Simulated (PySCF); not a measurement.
# Heteronuclear NMR

Geometry (Å), atoms numbered from 1 in this order:
```xyz
16

N     3.7059    0.2936   -0.5111
C     2.5897    0.0761   -0.3561
C     1.2276   -0.1607   -0.1469
C     0.4944   -1.2427   -0.4414
C    -0.9283   -0.9473   -0.0237
C    -1.4024    0.1854   -0.9254
C    -0.6834    1.2588   -0.6326
C     0.2861    0.8728    0.4706
C    -0.6030   -0.1235    1.2429
F    -1.6962    0.4462    1.8287
H     0.8139   -2.1528   -0.9124
H    -1.5957   -1.7964    0.0799
H    -2.1695    0.0639   -1.6640
H    -0.7147    2.2361   -1.0720
H     0.7503    1.6825    1.0243
H    -0.0824   -0.6832    2.0277
```

[PySCF: PBE0/pcSseg-1 with gauge-including orbitals; structure optimised with GFN2-xTB; relativity neglected; single conformer; no solvent model]

Problem. What are the ¹⁹F shifts?

Solution. 
| atoms | environment | σ (ppm) | δ (ppm) |
| --- | --- | --- | --- |
| F10 | fluorine on an sp3 carbon | 352.3 | -157.3 |

Shieldings were converted by a linear fit to measured shifts: ¹⁹F (scatter 6.0 ppm rms, 7.0 ppm with the 5 outliers that the fit left out vs CFCl3, solution or neat liquid, with a term for F on sp3 carbon). Occasional misses reach two or three times the rms, and more in compound classes unlike the fitted ones.

On a 300 MHz spectrometer ¹⁹F resonates near 282.3 MHz, so 1 ppm is 282.3 Hz.

Problem. What are the ¹⁵N shifts?

Solution. 
```csv
atoms,environment,σ (ppm),δ (ppm)
N1,nitrile nitrogen,-68.5,-84.9
```

Shieldings were converted by a linear fit to measured shifts: ¹⁵N (scatter 6.3 ppm rms vs CH3NO2, solution or neat liquid). A few per cent of atoms miss by over 2 rms, more outside the fitted compound classes.

On a 600 MHz spectrometer ¹⁵N resonates near 60.8 MHz, so 1 ppm is 60.8 Hz.
